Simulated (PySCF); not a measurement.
SMILES Cl[SiH2]NB(O)O at its CAM-B3LYP/def2-SVP optimised geometry (Å):

```
11

Si    -1.6574    -0.2885     0.0000
Cl    -2.2307    -1.2054     1.7726
N      0.0735    -0.2885     0.0000
B      0.8720     0.2451    -1.0494
O      2.2343     0.1959    -0.9459
O      0.1870     0.7825    -2.1118
H     -2.2333    -1.0769    -1.1151
H     -2.2343     1.0769     0.0000
H      0.5554    -0.6915     0.7966
H      2.7257     0.5690    -1.6829
H      0.7111     1.1474    -2.8294
```

Calculation: CAM-B3LYP/def2-TZVP in PySCF.

Map of the electrostatic potential (hartree/e), clipped to [-0.08, 0.12] on the plane z = 0.6 Å:

```
|2222222222222222222222222222222|
|2222222222222222222222222222222|
|2222222222222222222222222222222|
|2222222222222222222222222222222|
|2222222222222222222222222222222|
|2222222222222222222222222222222|
|2222222222222222222222222222222|
|2222222222222222222222222222222|
|2221222222222222222222211222222|
|2212223333222211122221111112222|
|2222234665332211112221111111122|
|2222236998654211112221100011122|
|2222246999996421112221000001112|
|2222347999999643333221000001111|
|2223469999999999975432100000111|
|2223589999999999999642100000111|
|2223599999999999999953100000111|
|1223599999999999999963210001111|
|1122489999999999999963211011111|
|1112369999999979999853211111111|
|1111248999998545676543211111112|
|1111134677765433344332221111112|
|1111112344433322233322222111222|
|1111111122222222222222222222222|
|1111111111112222222222222222222|
|1111111111111222222222222222222|
|1111111111111122222222222222222|
|1111111111111122222222222222222|
|1111111111111122222222222222222|
|1111111111111122222222222222222|
|1111111111111222222222222222222|
```
Scale: ten equal steps from -0.039 (start of '0') to 0.120 (end of '9'), in the order '0123456789'; x runs from -4.50 to 4.50, y from -4.50 (bottom) to 4.50 (top).
